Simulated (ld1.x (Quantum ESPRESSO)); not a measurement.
# An all-electron radial function and its pseudo partner (Hf (Z = 72))

Columns: radius, all-electron u(r) and pseudo u(r) of the 4f shell (level -16.86 eV) of hafnium in the configuration [Xe] 4f14 5d2 6s2 6p0; PBEsol, scalar-relativistic, PAW scheme, ld1.x (Quantum ESPRESSO) 7.5.

| r (bohr) | all-electron | pseudo |
| --- | --- | --- |
| 0.230 | 0.7674 | 0.0186 |
| 0.460 | 1.2317 | 0.2051 |
| 0.690 | 1.0363 | 0.5454 |
| 0.920 | 0.7620 | 0.6834 |
| 1.150 | 0.5427 | 0.5426 |
| 1.380 | 0.3844 | 0.3844 |
| 1.610 | 0.2730 | 0.2730 |
| 1.840 | 0.1951 | 0.1951 |
| 2.070 | 0.1405 | 0.1405 |
| 2.300 | 0.1020 | 0.1020 |
| 2.530 | 0.0746 | 0.0746 |
| 2.760 | 0.0550 | 0.0550 |
| 2.990 | 0.0408 | 0.0408 |
| 3.220 | 0.0304 | 0.0304 |
| 3.450 | 0.0227 | 0.0227 |
| 3.680 | 0.0171 | 0.0171 |
| 3.910 | 0.0128 | 0.0128 |
| 4.140 | 0.0097 | 0.0097 |
| 4.370 | 0.0073 | 0.0073 |
| 4.600 | 0.0055 | 0.0055 |
| 4.830 | 0.0042 | 0.0042 |
| 5.060 | 0.0032 | 0.0032 |
| 5.290 | 0.0024 | 0.0024 |
| 5.520 | 0.0018 | 0.0018 |
| 5.750 | 0.0014 | 0.0014 |
| 5.980 | 0.0011 | 0.0011 |

**Question.** How many radial nodes do the two functions have?

**Answer.** The all-electron 4f function has n − l − 1 = 0; the pseudo-wave has 0.

**Question.** At about which radius was the pseudo-wave matched?

**Answer.** 1.25 bohr, where the columns begin to agree (steps of 0.23 bohr).

**Question.** Is the pseudo-wave norm-conserving?

**Answer.** No, it belongs to a PAW set: the norm inside the radius is not constrained, and the difference is carried by the augmentation charge.
